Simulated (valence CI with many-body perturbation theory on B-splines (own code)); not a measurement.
Values are calculated unless marked as measured or tabulated.
## Lu³²⁺: what the settings do

Level of theory: relativistic CI+MBPT: three valence electrons over a frozen Dirac-Fock core [Kr], radial functions for each j: 6 s, 6 p, 5 d, 5 f, 1 g, with the one-electron correlation potential Σ1, the two-electron term Σ2, the three-electron term Σ3, Breit, model QED; selected CI, second order for the rest, scaled by the run's own slope (own B-spline code, finite nucleus).

No measured spectrum was set against this ion. As an estimate, large intervals hold to a few tenths of a per cent, small ones and those within an open d or f shell to about a per cent. Only levels of the ground parity were solved; by the run's estimate the other parity begins above the list, which can be wrong where configurations are misplaced.

The reference run has the lowest level (4d3/2^3) J=3/2 and an ionisation energy of 1293.43 eV. Its largest variational space holds 2445 state functions.

Levels are named by their leading jj configuration (3d3/2^4 stands for four electrons in 3d with j = 3/2), which in mixed levels can hold well under half, so a name can repeat and another be missing. Letters in brackets count levels of one name in rising energy.

Changed runs:
A. correlating orbitals by l 3 3 3 3 1 → 1 1 1 3 1
B. Breit term on → off
C. scale of Σ1 1 → 0
D. Davidson tolerance 2e-05 → 0.03 (bad on purpose)

Excitation energies of the reference run in cm⁻¹, and shifts in cm⁻¹:

```
                    Level  Reference       A      B      C  D
(4d3/2^2 4d5/2) J=5/2 [a]      92687     -33  +2571   -624  0
    (4d3/2^2 4d5/2) J=3/2     111813     -18  +2303   -596  0
    (4d3/2^2 4d5/2) J=7/2     120722    -6.6  +3168   -665  0
    (4d3/2^2 4d5/2) J=9/2     124537    +8.7  +3314   -641  0
    (4d3/2^2 4d5/2) J=1/2     126136     -14  +2481   -616  0
(4d3/2^2 4d5/2) J=5/2 [b]     182992     +26  +2920   -725  0
(4d3/2 4d5/2^2) J=7/2 [a]     213667     -17  +5144  -1228  0
    (4d3/2 4d5/2^2) J=9/2     225385     -17  +5718  -1268  0
(4d3/2 4d5/2^2) J=3/2 [a]     238736    -2.4  +4834  -1244  0
    (4d3/2 4d5/2^2) J=1/2     246871    -1.3  +4979  -1250  0
   (4d3/2 4d5/2^2) J=11/2     254157     +19  +6094  -1278  0
(4d3/2 4d5/2^2) J=5/2 [a]     255325     +15  +4705  -1186  0
   Ionisation energy (eV)    1293.43  -0.012  +0.77  -2.74  0
```

No effect on these energies: D.
